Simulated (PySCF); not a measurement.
**Dipole moment and polarisability of SnCl2(NEt2)2**

SnCl2(NEt2)2, C₈H₂₀Cl₂N₂Sn.
Geometry (PBE0-D3(BJ)/def2-SVP, Å), atoms numbered from 1 in this order:
```
atom  x, y, z in Å
Sn1    0.644    0.055    0.540
Cl2    0.640   -0.328    2.872
Cl3    2.834    0.639   -0.123
N4    -0.556    1.665    0.248
C5    -0.617    2.614    1.351
C6     0.611    3.491    1.553
C7    -0.462    2.265   -1.076
C8    -0.846    1.298   -2.180
H9    -0.822    2.052    2.277
H10   -1.504    3.252    1.178
H11    1.506    2.883    1.763
H12    0.828    4.106    0.666
H13    0.463    4.173    2.404
H14   -1.159    3.124   -1.088
H15    0.542    2.688   -1.287
H16   -0.218    0.391   -2.174
H17   -1.889    0.969   -2.064
H18   -0.732    1.772   -3.166
N19    0.223   -1.670   -0.441
C20   -0.942   -2.396    0.039
C21   -2.204   -1.556   -0.002
C22    1.359   -2.495   -0.825
C23    1.997   -3.317    0.286
H24   -0.802   -2.805    1.061
H25   -1.068   -3.273   -0.622
H26   -2.107   -0.631    0.592
H27   -2.441   -1.254   -1.033
H28   -3.057   -2.118    0.407
H29    1.011   -3.168   -1.632
H30    2.121   -1.844   -1.281
H31    2.383   -2.668    1.088
H32    1.281   -4.020    0.740
H33    2.841   -3.906   -0.104
```

Level: CAM-B3LYP/def2-SVPD (PySCF), static field, nuclei fixed, core orbitals frozen in the response. The polarisability tensor in these axes (au):

```
x   171.86  -4.15   1.88
y    -4.15 193.58   4.53
z     1.88   4.53 170.88
```

Problem. Give the principal values, the mean and the anisotropy Δα = √{½[(α1 − α2)² + (α2 − α3)² + (α1 − α3)²]}.

Solution. Principal values 167.96, 173.30 and 195.06 au; mean 178.77 au = 26.49 Å³ = 29.48 × 10⁻⁴⁰ C²·m²/J; Δα = 24.86 au (14 % of the mean).

Problem. What is the dipole moment, and where does it point?

Solution. (-2.23, -0.26, -1.76) D, 2.85 D in size, pointing from the negative to the positive side. Measured along this direction, the outermost atoms are H11 at the negative end and H17 and H27 at the positive end.

Problem. How large is μ²/3kT at 400 K beside α?

Solution. In Gaussian units μ²/3kT = 49.06 Å³ against 26.49 Å³, a ratio of 1.85; the Debye molar polarisation (4π/3)N_A(α + μ²/3kT) is 190.6 cm³/mol, leaving out the vibrational part.

Problem. What would n − 1 = 2πNα be for an ideal gas of these molecules at 400 K and 1 atm, electronic part alone?

Solution. N = p/kT = 1.8347 × 10¹⁹ cm⁻³, so n − 1 = 2π × N × 26.49 × 10⁻²⁴ cm³ = 3054 × 10⁻⁶ at long wavelengths.

Problem. Find the Langevin capture rate constant for O2+ (31.990 u) meeting this molecule (334.003 u), k = 2.342 × 10⁻⁹ cm³/s × √(α in Å³ / reduced mass in u).

Solution. The reduced mass is 29.19 u, so k = 2.23 × 10⁻⁹ cm³/s. The formula leaves out the permanent dipole, which adds to the capture rate.

Problem. Give the principal axes and the span of the nuclei along them.

Solution. Largest value along (-0.16, 0.97, 0.17), where the nuclei span 8.66 Å; middle along (0.77, 0.02, 0.63), 5.24 Å; least along (-0.61, -0.23, 0.76), 5.03 Å. The response follows the extents in order.

Problem. What depolarisation ratio follows for Rayleigh scattering of linearly polarised light, taking the static tensor?

Solution. ρ = 3Δα²/(45ᾱ² + 4Δα²) = 1853.8/(1438193 + 2471.7) = 0.00129.

Geometry: PBE0-D3(BJ)/def2-SVP, one conformer, isolated molecule. Atoms past krypton carry effective core potentials; spin–orbit coupling is left out.
